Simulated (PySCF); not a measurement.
# Electron correlation in Ca (calcium, neutral)

[Ar] 4p2, high-spin 3P determinant (an excited configuration). Calculation: PySCF 2.14, in x2c-TZVPPall with one added diffuse shell each of s, p, d type (7s6p4d, 45 functions); the spin-free X2C one-electron Hamiltonian (Gaussian nucleus). Frozen: [Ne]; 10 electrons correlated.

```tsv
level	correlation energy (mhartree)
CCSD	-198.45
(T)	-3.54
CCSD(T)	-201.99
```

Diagnostics: T1 = 0.015, D1 = 0.0479, largest double amplitude 0.188.

Is a single reference adequate?

Not fully. A double-excitation amplitude exceeds 0.15, a sign of near-degeneracy.

This basis was not built for core-valence correlation, so the inner-shell part is incomplete.
